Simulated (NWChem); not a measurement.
Species: SiH4S; SMILES [SiH3]S

```xyz
6

Si     0.0156     1.0289     0.0000
S      0.0594    -1.1076     0.0000
H     -0.6627     1.5613     1.2089
H      1.4398     1.4400    -0.0035
H     -0.6687     1.5607    -1.2058
H     -1.2773    -1.2448     0.0001
```
Atoms are numbered in this order, from 1.

Program: NWChem. Pople sets run with spherical d functions. All runs use the structure optimised with PBE0-D3(BJ)/def2-TZVP. Ions are spin-unrestricted doublets at the neutral geometry; other ion states weren't tried. Functional: LC-ωPBE (HJS hole) with 6-31G*; rows give the range parameter ω in 1/bohr.

Task: At which range parameter does −ε(HOMO) equal the ΔSCF ionisation energy (optimal tuning)?

Result: about 0.38 per bohr, by linear interpolation in these runs:
```tsv
range parameter (1/bohr)	vertical ionisation energy, ΔSCF (eV)	−ε(HOMO) (eV)	ΔSCF minus −ε(HOMO) (eV)
0.10	9.72	7.64	2.08
0.20	9.84	8.80	1.04
0.25	9.90	9.25	0.65
0.30	9.95	9.62	0.33
0.50	10.05	10.56	-0.51
```
